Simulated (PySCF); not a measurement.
[5]radialene (C10H10), SMILES C=C1C(=C)C(=C)C(=C)C1=C.

Geometry optimised at PBE0-D3(BJ)/def2-SVP.

Method: PySCF with PBE/def2-SVP.

Computed frontier levels, gap, dipole moment and polarisability:
- highest occupied level: -5.32 eV
- lowest empty level: -2.96 eV
- orbital gap: 2.35 eV
- dipole moment: 0.00 D
- quadrupole, principal values (traceless, Buckingham form, about the centre of nuclear charge): -11.25, 5.63, 5.63 D·Å
- mean static polarisability: 112.3 bohr³ (16.65 Å³)
- polarisability, principal values: 46.4, 145.3, 145.3 bohr³
